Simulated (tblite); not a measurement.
Start geometry of `O=CO[C@@H]1CC[C@@H]2C[C@@H]2C1` from a force field or distance geometry (Å):
```
atom  x, y, z in Å
O1     3.4828   -0.6349   -0.7986
C2     3.2829   -0.5018    0.3915
O3     2.1507   -0.1190    1.0132
C4     1.0350    0.1908    0.1253
C5     0.0798    1.0952    0.9144
C6    -1.0872    1.5502    0.0286
C7    -1.7270    0.4398   -0.7377
C8    -2.2363   -0.7954   -0.0457
C9    -1.0013   -0.8801   -0.9163
C10    0.3231   -1.1167   -0.2685
H11    4.0478   -0.7030    1.1691
H12    1.3890    0.7203   -0.7517
H13   -0.2964    0.5742    1.8069
H14    0.6265    1.9713    1.2843
H15   -1.8364    2.0686    0.6477
H16   -0.7142    2.2911   -0.6776
H17   -2.3155    0.8188   -1.5602
H18   -3.1554   -1.2531   -0.4322
H19   -2.1388   -0.8829    1.0315
H20   -1.0914   -1.3774   -1.8682
H21    0.2052   -1.7621    0.6058
H22    0.9666   -1.6744   -0.9624
```

Q: What comes out of this run: tblite 0.8.0, GFN2-xTB geometry optimisation, gas phase?

A: 
```
atom  x, y, z in Å
O1     3.4824   -0.4658   -0.8053
C2     3.2811   -0.4335    0.3733
O3     2.1492   -0.1484    0.9818
C4     1.0107    0.1532    0.1518
C5     0.0654    1.0486    0.9410
C6    -1.0402    1.5548    0.0184
C7    -1.7097    0.4371   -0.7502
C8    -2.2543   -0.7679   -0.0457
C9    -1.0289   -0.8935   -0.9068
C10    0.3173   -1.1481   -0.2559
H11    4.0508   -0.6393    1.1385
H12    1.3731    0.6771   -0.7418
H13   -0.3491    0.4817    1.7751
H14    0.6201    1.8925    1.3537
H15   -1.7864    2.0994    0.6024
H16   -0.6057    2.2561   -0.6988
H17   -2.2815    0.7924   -1.5999
H18   -3.1816   -1.1960   -0.3956
H19   -2.1259   -0.8349    1.0234
H20   -1.1569   -1.3929   -1.8586
H21    0.1940   -1.7602    0.6422
H22    0.9660   -1.6929   -0.9436
```

The energy falls by 2.9 kcal/mol over 69 L-BFGS steps, the largest force on an atom goes from 1.75 to 0.010 eV/Å, and the atoms move by 0.072 Å rms after alignment. The bond that changes most is C2–O3 (ends: ester carbonyl carbon; ester single-bonded oxygen), which shortens by 0.031 Å. Bonds longer at the end by more than 0.005 Å: 3 of 23; shorter: 15. Among the angles that change most is C4–C10–H21, from 110.3° to 108.0°. Rotational constants go from 2890, 839.4, 742.7 to 2934, 840.9, 752.3 MHz. The orientation of the end geometry is arbitrary; only internal coordinates are fixed.

Its GFN2-xTB frequencies are all real (lowest 36 cm⁻¹). One conformer, not necessarily the lowest. 2 starts were optimised and ended at 0.00 and 2.10 kcal/mol (GFN2-xTB); the lowest of these is shown.

The numbers are calculated, not measured.
